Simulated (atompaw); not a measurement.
**An all-electron radial function and its pseudo partner (Au (Z = 79))**

Columns: radius, all-electron u(r) and pseudo u(r) of the 6s shell (level -5.76 eV) of gold in the configuration [Xe] 4f14 5d10 6s1 6p0; PBE, scalar-relativistic, PAW (atompaw) scheme, atompaw 4.2.0.5.

```csv
r (bohr),all-electron,pseudo
0.115,-0.1176,0.0693
0.231,0.0736,0.1384
0.346,0.1866,0.2053
0.462,0.0061,0.2704
0.577,-0.1965,0.3318
0.692,-0.2975,0.3895
0.808,-0.2899,0.4435
0.923,-0.2072,0.4922
1.038,-0.0853,0.5359
1.154,0.0502,0.5746
1.269,0.1801,0.6076
1.385,0.2976,0.6352
1.500,0.3964,0.6572
1.615,0.4772,0.6740
1.731,0.5411,0.6858
1.846,0.5887,0.6927
1.962,0.6229,0.6953
2.077,0.6450,0.6939
2.192,0.6573,0.6889
2.308,0.6615,0.6807
2.423,0.6589,0.6697
2.538,0.6510,0.6564
2.654,0.6386,0.6409
2.769,0.6230,0.6237
2.885,0.6046,0.6047
3.000,0.5845,0.5845
```

Question: How many radial nodes do the two functions have?

Answer: The all-electron 6s function has n − l − 1 = 5 (the table is too coarse to show those close to the nucleus); the pseudo-wave has 0, since the states of the same l below it are removed with the core.

Question: Is the pseudo-wave norm-conserving?

Answer: No, it belongs to a PAW set: the norm inside the radius is not constrained, and the difference is carried by the augmentation charge.
